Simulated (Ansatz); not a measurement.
Reaction (cleavage of the Sb–Si bond): `Cl[SiH2][SbH2]` + `C=NCO` → `C=NC[O][SbH2]` + `[SiH3]Cl`

Calculated with Ansatz (gas phase, PBE0-D4/def2-TZVP geometries, no zero-point term in ΔE). CBS: MP2 limit from def2 TZ/QZ plus the TZ coupled-cluster correction, frozen cores. This one scheme is used for every species. Functionals use def2-TZVPP. def2 core potentials past Kr. For Sb outer-core shells are correlated without core-valence functions, which leaves a few kJ/mol of doubt a bond. Each species was taken in one conformer, which may not be the lowest.

CCSD(T)/CBS gives +31.3 kJ/mol.

Task: Another level gave +33.8 kJ/mol. Which?
A. PBE-D4/def2-TZVPP
B. ωB97X-V/def2-TZVPP
C. r2SCAN/def2-TZVPP
D. PBE0/def2-TZVPP

Result: C. r2SCAN 33.8, ωB97X-V 28.3, PBE-D4 39.9, PBE0 46.7 kJ/mol.

Largest T1 diagnostic among the species: 0.014.

The D4 term adds −3.2 kJ/mol with B3LYP and −1.7 kJ/mol with PBE0; it sums over pairs of atoms, weighted by their polarisabilities, and B3LYP, whose exchange is more repulsive, gets the larger term. From PBE to PBE0 (25 % exact exchange), in def2-TZVPP and without D4, ΔE moves by +4.8 kJ/mol.

B3LYP here is the variant with VWN-RPA as its local correlation; programs differ in this.
